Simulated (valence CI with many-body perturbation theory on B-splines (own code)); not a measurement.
# Pt⁴⁺: E2, M1 decay

Calculated by relativistic CI+MBPT: six valence electrons over a frozen Dirac-Fock core [Xe] 4f14, a basis of 7 s, 7 p, 8 d, 6 f, 4 g, 1 h functions for each j, with the one-electron correlation potential Σ1 (screened to all orders), the two-electron term Σ2, the three-electron term Σ3, Breit, model QED; selected single and double excitations, second order for the rest, scaled by the run's own slope (own B-spline code, finite nucleus).

No measured levels were compared; by estimate terms of the open shell hold to 2 to 4 % of their energy, and close levels can change places; different configurations can be misplaced against each other by 1,000 to 8,000 cm⁻¹. Among the levels kept, up to 1000 cm⁻¹ of a level comes from second order outside the variational space, and about a tenth of that is noise between levels of different J, which matters for small intervals. Only levels of the ground parity were solved; by the run's estimate the other parity begins above the list, which can be wrong where configurations are misplaced.

Lines 51 to 100 of 119 in falling wavelength, among levels below 56606 cm⁻¹, chosen from the decays that carry over 1 % of a level's rate. Wavelengths and rates use the calculated energies, so an error of 2000 cm⁻¹ moves a line at 6080 Å by 12 % and its rate by three times that or more. Electric multipoles are in the length gauge, E1 and E2 with the static RPA response of the core. Weak lines are less certain than strong ones. Lines between different terms over intervals too small for the method are left out, as are lines whose strength nearly cancels. The highest levels of a list are the least certain. Branching is blank where the lifetime is uncertain.

Names give the largest LS component (configuration and term), which can be under half, so a name can repeat, a term be missing and a line seem to break the LS rules; names also repeat where a configuration has a term twice. Letters in brackets count levels of one name in rising energy.

```tsv
λ vac (Å)	Upper	Lower	Type	A (s⁻¹)	Branch %
6080	5d6 3G_4	5d6 3H_4 [a]	M1	4.77e+00	14.9
6012	5d6 3H_4 [a]	5d6 5D_4	M1	3.57e+01	97.0
5937	5d6 5D_2 [b]	5d6 5D_2 [a]	M1	6.31e+00	6.6
5899	5d6 1I_6	5d6 3H_6	M1	2.24e+01	68.0
5806	5d6 3H_5	5d6 3H_4 [a]	M1	4.81e-01	1.4
5732	5d6 1I_6	5d6 3G_5	M1	1.03e+01	31.2
5685	5d6 3F_3	5d6 5D_3	M1	1.18e+01	28.8
5602	5d6 3F_4	5d6 3G_3	M1	6.73e+00	4.8
5461	5d6 3D_3	5d6 3H_4 [a]	M1	1.15e+01	
5369	5d6 3P_1 [b]	5d6 3D_1	M1	6.09e+00	2.8
5343	5d6 3P_1 [a]	5d6 5D_2 [b]	M1	4.85e+01	43.8
5340	5d6 3F_2 [a]	5d6 5D_3	M1	2.11e+01	55.1
5325	5d6 3F_3	5d6 5D_2 [a]	M1	3.66e+00	9.0
5110	5d6 3P_1 [b]	5d6 1S_0	M1	2.27e+01	10.5
5106	5d6 1G_4	5d6 3F_3	M1	1.14e+01	17.4
5074	5d6 3F_4	5d6 3D_3	M1	8.08e+00	5.7
5022	5d6 3F_2 [a]	5d6 5D_2 [a]	M1	1.70e+01	44.3
5004	5d6 1S_0	5d6 5D_1	M1	1.15e+02	100.0
4958	5d6 3G_3	5d6 3H_4 [a]	M1	4.76e+00	
4939	5d6 1D_2	5d6 3F_2 [a]	M1	3.64e+01	41.9
4809	5d6 3D_1	5d6 5D_0	M1	2.16e+01	44.2
4808	5d6 3F_4	5d6 3H_5	M1	2.79e+01	19.8
4779	5d6 3D_1	5d6 5D_1	M1	1.45e+01	29.7
4716	5d6 3G_5	5d6 5D_4	M1	3.75e+00	76.1
4677	5d6 1D_2	5d6 3F_3	M1	2.08e+01	24.0
4619	5d6 3F_2 [b]	5d6 3D_2	M1	2.84e+01	23.1
4451	5d6 3D_2	5d6 5D_1	M1	6.33e-01	2.3
4312	5d6 3F_2 [b]	5d6 3D_1	M1	1.95e+01	15.9
4312	5d6 3H_4 [b]	5d6 5D_3	M1	2.28e+00	3.3
4288	5d6 1D_2	5d6 5D_2 [b]	M1	1.54e+00	1.8
4272	5d6 1G_4	5d6 3G_5	M1	2.62e+01	40.1
4163	5d6 3F_4	5d6 3H_4 [b]	M1	3.70e+01	26.3
4141	5d6 3P_1 [b]	5d6 3F_2 [a]	M1	4.08e+00	1.9
4046	5d6 1F_3	5d6 3H_4 [a]	M1	1.30e+01	41.3
3995	5d6 3F_3	5d6 5D_4	M1	1.86e+01	45.6
3932	5d6 3D_1	5d6 5D_2 [a]	M1	7.97e-01	1.6
3900	5d6 3G_4	5d6 5D_3	M1	2.51e+00	7.8
3878	5d6 3D_2	5d6 5D_3	M1	4.55e+00	16.6
3707	5d6 3D_2	5d6 5D_2 [a]	M1	1.65e+01	59.9
3674	5d6 3P_1 [b]	5d6 5D_2 [b]	M1	1.20e+02	55.1
3636	5d6 3D_3	5d6 5D_3	M1	2.59e+01	
3574	5d6 1G_4	5d6 3H_4 [a]	M1	1.49e+00	2.3
3538	5d6 3P_0	5d6 5D_1	M1	2.49e+01	76.9
3406	5d6 3G_3	5d6 5D_3	M1	5.96e+00	
3273	5d6 3G_3	5d6 5D_2 [a]	M1	1.86e+00	
3264	5d6 3H_4 [b]	5d6 5D_4	M1	1.59e+01	23.1
3234	5d6 3P_1 [a]	5d6 5D_0	M1	1.72e+00	1.6
3221	5d6 3P_1 [a]	5d6 5D_1	M1	1.28e+01	11.6
3146	5d6 3F_2 [b]	5d6 5D_2 [b]	M1	1.63e+01	13.3
3051	5d6 3P_0	5d6 5D_2 [a]	E2	4.22e+00	13.0
```
